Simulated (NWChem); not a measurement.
System meant: C$_{2}$H$_{4}$FNOSi; SMILES C[Si@@H](F)N=C=O

Here is an NWChem input.

```
start job
memory heap 200 mb stack 900 mb global 1100 mb
geometry units angstroms noautoz
  C     -1.573624     1.561554     0.281196
  Si     0.014759     0.857282    -0.387219
  F      1.266488     1.474629     0.421156
  N      0.036724    -0.843235    -0.171291
  C      0.169953    -2.016324     0.049336
  O      0.281881    -3.170151     0.254859
  H     -1.689386     1.328801     1.345479
  H     -1.598206     2.651241     0.166937
  H     -2.435727     1.145250    -0.252716
  H      0.223406     1.135725    -1.824995
end
basis spherical
  * library def2-svp
end
dft
  xc pbe0
  iterations 4
  mulliken
end
task dft energy
```

End of the output:

```
    Atom       Charge   Shell Charges
 -----------   ------   -------------------------------------------------------
    1 C    6     6.28   1.96  0.59  0.34  1.91  1.43  0.04
    2 Si  14    13.37   2.00  1.93  0.60  0.29  5.81  1.22  0.86  0.67
    3 F    9     9.20   1.98  1.02  0.76  3.22  2.23  0.01
    4 N    7     7.24   1.97  0.74  0.44  2.30  1.75  0.03
    5 C    6     5.86   1.96  0.60  0.26  1.77  0.99  0.27
    6 O    8     8.10   1.97  0.92  0.64  2.67  1.86  0.04
    7 H    1     0.95   0.62  0.26  0.07
    8 H    1     0.95   0.62  0.26  0.07
    9 H    1     0.95   0.62  0.26  0.07
   10 H    1     1.10   0.65  0.43  0.02

 center of mass
 --------------
 x =   0.11410029 y =  -0.09793510 z =   0.01099063

 moments of inertia (a.u.)
 ------------------
        1207.142541259013           0.000000000000           0.000000000000
           0.000000000000         307.939208314471          -0.000000000000
           0.000000000000          -0.000000000000        1407.976115014263

     Multipole analysis of the density
     ---------------------------------

     L   x y z        total         alpha         beta         nuclear
     -   - - -        -----         -----         ----         -------
     0   0 0 0     -0.000000    -27.000000    -27.000000     54.000000

     1   1 0 0     -0.652307     -0.326153     -0.326153     -0.000000
     1   0 1 0      0.760548      0.380274      0.380274      0.000000
     1   0 0 1     -0.187371     -0.093685     -0.093685     -0.000000

     2   2 0 0    -30.648983    -86.022808    -86.022808    141.396633
     2   1 1 0     -1.997517      9.082628      9.082628    -20.162773
     2   1 0 1     -0.568487      2.469761      2.469761     -5.508009
     2   0 2 0    -35.132114   -316.493312   -316.493312    597.854510
     2   0 1 1      0.149716      0.066090      0.066090      0.017537
     2   0 0 2    -29.857368    -33.093500    -33.093500     36.329633

 ------------------------------------------------------------------------
 dft energy failed                                                                                  0
 ------------------------------------------------------------------------
 ------------------------------------------------------------------------
  current input line :
    23: task dft energy
 ------------------------------------------------------------------------
 ------------------------------------------------------------------------
 This type of error is most commonly associated with calculations not reaching convergence criteria
 ------------------------------------------------------------------------
 For more information see the NWChem manual at https://nwchemgit.github.io

0:dft energy failed:Received an Error in Communication
```

Question: Can this run be used? If not, why, and what is the fix?

Answer: The run did not converge; its last values are not results. Cause: the SCF was allowed too few iterations. This input runs:
```
start job
memory heap 200 mb stack 900 mb global 1100 mb
geometry units angstroms noautoz
  C     -1.573624     1.561554     0.281196
  Si     0.014759     0.857282    -0.387219
  F      1.266488     1.474629     0.421156
  N      0.036724    -0.843235    -0.171291
  C      0.169953    -2.016324     0.049336
  O      0.281881    -3.170151     0.254859
  H     -1.689386     1.328801     1.345479
  H     -1.598206     2.651241     0.166937
  H     -2.435727     1.145250    -0.252716
  H      0.223406     1.135725    -1.824995
end
basis spherical
  * library def2-svp
end
dft
  xc pbe0
  iterations 150
  mulliken
end
task dft energy
```
It converges to -597.27500 Ha (PBE0/def2-SVP).
